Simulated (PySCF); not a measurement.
A structure optimised at B3LYP-D3(BJ)/def2-SVP, used in a PySCF frequency run:

```
C
H 1 1.1041
H 1 1.1041 2 106.16
C 1 1.5194 2 108.30 3 -116.11
H 4 1.1107 1 109.31 2 -64.49
H 4 1.1107 5 106.59 1 118.03
O 4 1.4131 5 111.53 6 121.95
H 7 0.9647 4 108.49 5 -59.53
C 1 1.5284 2 110.17 3 119.27
H 9 1.1052 1 109.36 2 63.89
H 9 1.1052 10 105.79 1 -117.68
C 9 1.5279 10 109.48 11 -117.89
H 12 1.1015 9 111.65 10 57.78
H 12 1.1026 13 107.69 9 -122.27
H 12 1.1026 13 107.69 14 -115.45
```

Question: Write its SMILES, formula and point group.

Answer: CCCCO, C₄H₁₀O, Cs

Question: What are its rotational constants (standard atomic weights)?

Answer: 18.756, 1.9704, 1.8664 GHz
